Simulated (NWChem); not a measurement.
System: MoH$_{2}$SO$_{3}$; SMILES [OH][Mo](=[S])([OH])=[O]

NWChem printed, in part:

```
             Northwest Computational Chemistry Package (NWChem) 7.3.0
             --------------------------------------------------------

 CS  symmetry detected

                             Geometry "geometry" -> ""
                             -------------------------

 Output coordinates in angstroms (scale by  1.889725989 to convert to a.u.)

  No.       Tag          Charge          X              Y              Z
 ---- ---------------- ---------- -------------- -------------- --------------
    1 Mo                  42.0000     0.03473446    -0.26868788     0.00000000
    2 O                    8.0000     1.62207300    -0.68149698     0.00000000
    3 S                   16.0000    -0.01455635     1.88544906     0.00000000
    4 O                    8.0000    -0.75914891    -0.71768427    -1.50612790
    5 H                    1.0000    -1.02807362    -0.97368485    -2.39452543
    6 O                    8.0000    -0.75914891    -0.71768427     1.50612790
    7 H                    1.0000    -1.02807362    -0.97368485     2.39452543

 Effective nuclear repulsion energy (a.u.)     610.8569969670

      Symmetry information
      --------------------

 Group name             Cs
 Group number              2
 Group order               2
 No. of unique centers     5

                                Z-matrix (autoz)
                                --------

 Units are Angstrom for bonds and degrees for angles

[...]

      ----------------------
      Optimization converged
      ----------------------

  Step       Energy      Delta E   Gmax     Grms     Xrms     Xmax
  ---- ---------------- -------- -------- -------- -------- --------
@   11    -692.79179256 -3.8D-08  0.00003  0.00001  0.00019  0.00044
                                     ok       ok       ok       ok

                                Z-matrix (autoz)
                                --------

 Units are Angstrom for bonds and degrees for angles

      Type          Name      I     J     K     L     M      Value     Gradient
      ----------- --------  ----- ----- ----- ----- ----- ---------- ----------
    1 Stretch                  1     2                       1.69251   -0.00001
    2 Stretch                  1     3                       2.14499   -0.00003
    3 Stretch                  1     4                       1.87717    0.00001
    4 Stretch                  1     6                       1.87717    0.00001
    5 Stretch                  4     5                       0.97555    0.00001
    6 Stretch                  6     7                       0.97555    0.00001
    7 Bend                     1     4     5               125.78131    0.00000
    8 Bend                     1     6     7               125.78131    0.00000
    9 Bend                     2     1     3               106.80825   -0.00001
   10 Bend                     2     1     4               110.77296    0.00000
   11 Bend                     2     1     6               110.77296    0.00000
   12 Bend                     3     1     4               109.64690    0.00000
   13 Bend                     3     1     6               109.64690    0.00000
   14 Bend                     4     1     6               109.16139   -0.00000
   15 Torsion                  2     1     4     5         -25.52271    0.00001
   16 Torsion                  2     1     6     7          25.52271   -0.00001
   17 Torsion                  3     1     4     5          92.11079    0.00000
   18 Torsion                  3     1     6     7         -92.11079   -0.00000
   19 Torsion                  4     1     6     7         147.75688   -0.00000
   20 Torsion                  5     4     1     6        -147.75688    0.00000

                         Geometry "geometry" -> "geometry"
                         ---------------------------------

 Output coordinates in angstroms (scale by  1.889725989 to convert to a.u.)

  No.       Tag          Charge          X              Y              Z
 ---- ---------------- ---------- -------------- -------------- --------------
    1 Mo                  42.0000    -0.10529507    -0.17720500     0.00000000
    2 O                    8.0000     1.46557244    -0.80724404     0.00000000
    3 S                   16.0000     0.08338158     1.95947349     0.00000000
    4 O                    8.0000    -1.04351201    -0.72796053    -1.52976862
    5 H                    1.0000    -0.64441443    -0.98328872    -2.38254613
    6 O                    8.0000    -1.04351201    -0.72796053     1.52976862
    7 H                    1.0000    -0.64441443    -0.98328872     2.38254613

 Effective nuclear repulsion energy (a.u.)     592.7150011538

      Symmetry information
      --------------------

 Group name             Cs
 Group number              2
 Group order               2
 No. of unique centers     5

                Final and change from initial internal coordinates
                --------------------------------------------------

                                Z-matrix (autoz)
                                --------

 Units are Angstrom for bonds and degrees for angles

[...]

 Rotational Constants
 --------------------
 A=   0.109980 cm-1  (  0.158233 K)
 B=   0.075182 cm-1  (  0.108167 K)
 C=   0.069215 cm-1  (  0.099583 K)

 Temperature                      =   298.15K
 frequency scaling parameter      =   1.0000

 Zero-Point correction to Energy  =   18.174 kcal/mol  (  0.028963 au)
 Thermal correction to Energy     =   22.098 kcal/mol  (  0.035216 au)
 Thermal correction to Enthalpy   =   22.691 kcal/mol  (  0.036160 au)

 Total Entropy                    =   80.795 cal/mol-K
   - Translational                =   41.449 cal/mol-K (mol. weight = 179.8779)
   - Rotational                   =   27.423 cal/mol-K (symmetry #  =        1)
   - Vibrational                  =   11.923 cal/mol-K

 Cv (constant volume heat capacity) =   20.304 cal/mol-K
   - Translational                  =    2.979 cal/mol-K
   - Rotational                     =    2.979 cal/mol-K
   - Vibrational                    =   14.345 cal/mol-K

[normal modes left out]

 ----------------------------------------------------------------------------
 Normal Eigenvalue ||           Projected Infra Red Intensities
  Mode   [cm**-1]  || [atomic units] [(debye/angs)**2] [(KM/mol)] [arbitrary]
 ------ ---------- || -------------- ----------------- ---------- -----------
    1     -153.426 ||    0.014455           0.333        14.092       2.059
    2     -107.285 ||    0.211379           4.877       206.063      30.114
    3       -0.000 ||    0.000009           0.000         0.009       0.001
    4       -0.000 ||    0.000660           0.015         0.644       0.094
    5        0.000 ||    0.000891           0.021         0.868       0.127
    6        0.000 ||    0.000043           0.001         0.042       0.006
    7        0.000 ||    0.000131           0.003         0.127       0.019
    8        0.000 ||    0.000319           0.007         0.311       0.045
    9      198.677 ||    0.004225           0.097         4.119       0.602
   10      202.935 ||    0.001469           0.034         1.432       0.209
   11      211.901 ||    0.000047           0.001         0.045       0.007
   12      227.463 ||    0.025242           0.582        24.607       3.596
   13      291.535 ||    0.012095           0.279        11.791       1.723
   14      536.262 ||    0.148291           3.421       144.561      21.126
   15      543.640 ||    0.038484           0.888        37.516       5.483
   16      569.709 ||    0.210881           4.865       205.577      30.043
   17      706.454 ||    0.086938           2.006        84.751      12.386
   18      746.728 ||    0.060766           1.402        59.237       8.657
   19      994.861 ||    0.129402           2.985       126.147      18.435
   20     3742.606 ||    0.437425          10.092       426.424      62.318
   21     3746.411 ||    0.090884           2.097        88.598      12.948
 ----------------------------------------------------------------------------

 ===============================================================================
      Negative Nuclear Hessian Mode    1  Eigenvalue =   -153.43 cm**(-1)
 -------------------------------------------------------------------------------
   Raw step length:  0.508 angstroms ;  The Raw step for this mode is:
    1 Mo                  42.0000    -0.00000000    -0.00000000     0.00427295
    2 O                    8.0000    -0.00000000    -0.00000000    -0.00260073
    3 S                   16.0000     0.00000000    -0.00000000    -0.01201076
    4 O                    8.0000     0.00918551    -0.01777483     0.00786614
    5 H                    1.0000    -0.04318061     0.33436465    -0.12123860
    6 O                    8.0000    -0.00918551     0.01777483     0.00786614
    7 H                    1.0000     0.04318061    -0.33436465    -0.12123860

  Geometry after  100.0% step for mode  1; Step length =  0.508 angstroms
   Maximum component (any atom: x,y, or z) displacement:  0.632
    1 Mo                  42.0000    -0.10529507    -0.17720500     0.00427295
    2 O                    8.0000     1.46557244    -0.80724404    -0.00260073
    3 S                   16.0000     0.08338158     1.95947349    -0.01201076
    4 O                    8.0000    -1.03432650    -0.74573535    -1.52190248
    5 H                    1.0000    -0.68759504    -0.64892407    -2.50378473
    6 O                    8.0000    -1.05269752    -0.71018570     1.53763476
    7 H                    1.0000    -0.60123382    -1.31765337     2.26130753

  Geometry after -100.0% step for mode  1; Step length =  0.508 angstroms
   Maximum component (any atom: x,y, or z) displacement:  0.632
    1 Mo                  42.0000    -0.10529507    -0.17720500    -0.00427295
    2 O                    8.0000     1.46557244    -0.80724404     0.00260073
    3 S                   16.0000     0.08338158     1.95947349     0.01201076
    4 O                    8.0000    -1.05269752    -0.71018570    -1.53763476
    5 H                    1.0000    -0.60123382    -1.31765337    -2.26130753
    6 O                    8.0000    -1.03432650    -0.74573535     1.52190248
    7 H                    1.0000    -0.68759504    -0.64892407     2.50378473

  Geometry after   50.0% step for mode  1; Step length =  0.254 angstroms
   Maximum component (any atom: x,y, or z) displacement:  0.316
    1 Mo                  42.0000    -0.10529507    -0.17720500     0.00213648
    2 O                    8.0000     1.46557244    -0.80724404    -0.00130037
    3 S                   16.0000     0.08338158     1.95947349    -0.00600538
    4 O                    8.0000    -1.03891926    -0.73684794    -1.52583555
    5 H                    1.0000    -0.66600474    -0.81610639    -2.44316543
    6 O                    8.0000    -1.04810477    -0.71907311     1.53370169
    7 H                    1.0000    -0.62282413    -1.15047105     2.32192683

  Geometry after  -50.0% step for mode  1; Step length =  0.254 angstroms
   Maximum component (any atom: x,y, or z) displacement:  0.316
    1 Mo                  42.0000    -0.10529507    -0.17720500    -0.00213648
    2 O                    8.0000     1.46557244    -0.80724404     0.00130037
    3 S                   16.0000     0.08338158     1.95947349     0.00600538
    4 O                    8.0000    -1.04810477    -0.71907311    -1.53370169
    5 H                    1.0000    -0.62282413    -1.15047105    -2.32192683
    6 O                    8.0000    -1.03891926    -0.73684794     1.52583555
    7 H                    1.0000    -0.66600474    -0.81610639     2.44316543

  Geometry after   31.7% step for mode  1; Step length =  0.161 angstroms
   Maximum component (any atom: x,y, or z) displacement:  0.200
    1 Mo                  42.0000    -0.10529507    -0.17720500     0.00135251
    2 O                    8.0000     1.46557244    -0.80724404    -0.00082320
    3 S                   16.0000     0.08338158     1.95947349    -0.00380173
    4 O                    8.0000    -1.04060455    -0.73358674    -1.52727877
    5 H                    1.0000    -0.65808226    -0.87745327    -2.42092143
    6 O                    8.0000    -1.04641947    -0.72233431     1.53225846
    7 H                    1.0000    -0.63074660    -1.08912417     2.34417084

  Geometry after  -31.7% step for mode  1; Step length =  0.161 angstroms
   Maximum component (any atom: x,y, or z) displacement:  0.200
    1 Mo                  42.0000    -0.10529507    -0.17720500    -0.00135251
    2 O                    8.0000     1.46557244    -0.80724404     0.00082320
    3 S                   16.0000     0.08338158     1.95947349     0.00380173
    4 O                    8.0000    -1.04641947    -0.72233431    -1.53225846
    5 H                    1.0000    -0.63074660    -1.08912417    -2.34417084
    6 O                    8.0000    -1.04060455    -0.73358674     1.52727877
    7 H                    1.0000    -0.65808226    -0.87745327     2.42092143

  Geometry after   15.8% step for mode  1; Step length =  0.080 angstroms
   Maximum component (any atom: x,y, or z) displacement:  0.100
    1 Mo                  42.0000    -0.10529507    -0.17720500     0.00067625
    2 O                    8.0000     1.46557244    -0.80724404    -0.00041160
    3 S                   16.0000     0.08338158     1.95947349    -0.00190087
    4 O                    8.0000    -1.04205828    -0.73077363    -1.52852370
    5 H                    1.0000    -0.65124835    -0.93037099    -2.40173378
    6 O                    8.0000    -1.04496574    -0.72514742     1.53101354
    7 H                    1.0000    -0.63758052    -1.03620644     2.36335849

  Geometry after  -15.8% step for mode  1; Step length =  0.080 angstroms
   Maximum component (any atom: x,y, or z) displacement:  0.100
    1 Mo                  42.0000    -0.10529507    -0.17720500    -0.00067625
    2 O                    8.0000     1.46557244    -0.80724404     0.00041160
    3 S                   16.0000     0.08338158     1.95947349     0.00190087
    4 O                    8.0000    -1.04496574    -0.72514742    -1.53101354
    5 H                    1.0000    -0.63758052    -1.03620644    -2.36335849
    6 O                    8.0000    -1.04205828    -0.73077363     1.52852370
    7 H                    1.0000    -0.65124835    -0.93037099     2.40173378

 ===============================================================================
      Negative Nuclear Hessian Mode    2  Eigenvalue =   -107.29 cm**(-1)
 -------------------------------------------------------------------------------
   Raw step length:  0.510 angstroms ;  The Raw step for this mode is:
    1 Mo                  42.0000     0.00349841     0.00279680     0.00000000
    2 O                    8.0000    -0.00535195    -0.01563402     0.00000000
    3 S                   16.0000    -0.00775793     0.00382513    -0.00000000
    4 O                    8.0000    -0.00382458     0.01638003    -0.00648377
    5 H                    1.0000     0.05629680    -0.33242336     0.12556665
    6 O                    8.0000    -0.00382458     0.01638003     0.00648377
    7 H                    1.0000     0.05629680    -0.33242336    -0.12556665

  Geometry after  100.0% step for mode  2; Step length =  0.510 angstroms
   Maximum component (any atom: x,y, or z) displacement:  0.628
    1 Mo                  42.0000    -0.10179666    -0.17440819     0.00000000
    2 O                    8.0000     1.46022050    -0.82287806     0.00000000
    3 S                   16.0000     0.07562366     1.96329861    -0.00000000
    4 O                    8.0000    -1.04733659    -0.71158049    -1.53625239
    5 H                    1.0000    -0.58811764    -1.31571208    -2.25697949
    6 O                    8.0000    -1.04733659    -0.71158049     1.53625239
    7 H                    1.0000    -0.58811764    -1.31571208     2.25697949

  Geometry after -100.0% step for mode  2; Step length =  0.510 angstroms
   Maximum component (any atom: x,y, or z) displacement:  0.628
    1 Mo                  42.0000    -0.10879348    -0.18000180    -0.00000000
    2 O                    8.0000     1.47092439    -0.79161002    -0.00000000
    3 S                   16.0000     0.09113951     1.95564836     0.00000000
    4 O                    8.0000    -1.03968743    -0.74434056    -1.52328485
    5 H                    1.0000    -0.70071123    -0.65086536    -2.50811278
    6 O                    8.0000    -1.03968743    -0.74434056     1.52328485
    7 H                    1.0000    -0.70071123    -0.65086536     2.50811278

  Geometry after   50.0% step for mode  2; Step length =  0.255 angstroms
   Maximum component (any atom: x,y, or z) displacement:  0.314
    1 Mo                  42.0000    -0.10354586    -0.17580659     0.00000000
    2 O                    8.0000     1.46289647    -0.81506105     0.00000000
    3 S                   16.0000     0.07950262     1.96138605    -0.00000000
    4 O                    8.0000    -1.04542430    -0.71977051    -1.53301050
    5 H                    1.0000    -0.61626604    -1.14950040    -2.31976281
    6 O                    8.0000    -1.04542430    -0.71977051     1.53301050
    7 H                    1.0000    -0.61626604    -1.14950040     2.31976281

  Geometry after  -50.0% step for mode  2; Step length =  0.255 angstroms
   Maximum component (any atom: x,y, or z) displacement:  0.314
    1 Mo                  42.0000    -0.10704428    -0.17860340    -0.00000000
    2 O                    8.0000     1.46824842    -0.79942703    -0.00000000
    3 S                   16.0000     0.08726055     1.95756092     0.00000000
    4 O                    8.0000    -1.04159972    -0.73615054    -1.52652673
    5 H                    1.0000    -0.67256283    -0.81707704    -2.44532946
    6 O                    8.0000    -1.04159972    -0.73615054     1.52652673
    7 H                    1.0000    -0.67256283    -0.81707704     2.44532946

  Geometry after   31.8% step for mode  2; Step length =  0.162 angstroms
   Maximum component (any atom: x,y, or z) displacement:  0.200
    1 Mo                  42.0000    -0.10418126    -0.17631456     0.00000000
    2 O                    8.0000     1.46386851    -0.81222153     0.00000000
    3 S                   16.0000     0.08091165     1.96069131    -0.00000000
    4 O                    8.0000    -1.04472966    -0.72274553    -1.53183289
    5 H                    1.0000    -0.62649091    -1.08912417    -2.34256879
    6 O                    8.0000    -1.04472966    -0.72274553     1.53183289
    7 H                    1.0000    -0.62649091    -1.08912417     2.34256879

  Geometry after  -31.8% step for mode  2; Step length =  0.162 angstroms
   Maximum component (any atom: x,y, or z) displacement:  0.200
    1 Mo                  42.0000    -0.10640888    -0.17809543    -0.00000000
    2 O                    8.0000     1.46727637    -0.80226655    -0.00000000
    3 S                   16.0000     0.08585152     1.95825566     0.00000000
    4 O                    8.0000    -1.04229436    -0.73317553    -1.52770435
    5 H                    1.0000    -0.66233795    -0.87745327    -2.42252348
    6 O                    8.0000    -1.04229436    -0.73317553     1.52770435
    7 H                    1.0000    -0.66233795    -0.87745327     2.42252348

  Geometry after   15.9% step for mode  2; Step length =  0.081 angstroms
   Maximum component (any atom: x,y, or z) displacement:  0.100
    1 Mo                  42.0000    -0.10473816    -0.17675978     0.00000000
    2 O                    8.0000     1.46472048    -0.80973279     0.00000000
    3 S                   16.0000     0.08214662     1.96008240    -0.00000000
    4 O                    8.0000    -1.04412084    -0.72535303    -1.53080075
    5 H                    1.0000    -0.63545267    -1.03620644    -2.36255746
    6 O                    8.0000    -1.04412084    -0.72535303     1.53080075
    7 H                    1.0000    -0.63545267    -1.03620644     2.36255746

  Geometry after  -15.9% step for mode  2; Step length =  0.081 angstroms
   Maximum component (any atom: x,y, or z) displacement:  0.100
    1 Mo                  42.0000    -0.10585197    -0.17765021    -0.00000000
    2 O                    8.0000     1.46642441    -0.80475530    -0.00000000
    3 S                   16.0000     0.08461655     1.95886457     0.00000000
    4 O                    8.0000    -1.04290319    -0.73056803    -1.52873648
    5 H                    1.0000    -0.65337619    -0.93037099    -2.40253480
    6 O                    8.0000    -1.04290319    -0.73056803     1.52873648
    7 H                    1.0000    -0.65337619    -0.93037099     2.40253480
```

Level: PBE-D3(BJ)/def2-SVP with def2 effective core potentials on Mo. def2 effective core potentials on Mo; no spin-orbit coupling. The optimisation ended at a saddle point (imaginary frequency).

Question: Write an input that gives this output.

Answer: One answer among several that fit: the input that was run:
```
start job
memory heap 200 mb stack 900 mb global 1100 mb
geometry units angstroms
  Mo    -0.077444     0.146215    -0.204497
  O      1.244622     0.684742    -1.012077
  S      0.672887    -1.030429     1.437224
  O     -1.009999    -0.998415    -1.163931
  H     -1.371606    -1.638786    -1.785439
  O     -0.951802     1.462042     0.572862
  H     -1.279081     2.272985     0.975810
end
basis spherical
  * library def2-svp
end
ecp
  Mo library def2-ecp
end
dft
  xc xpbe96 cpbe96
  disp vdw 4
  iterations 150
end
driver
  maxiter 120
end
task dft optimize
dft
  grid fine
  convergence energy 1d-8 density 1d-7
end
task dft freq numerical
```
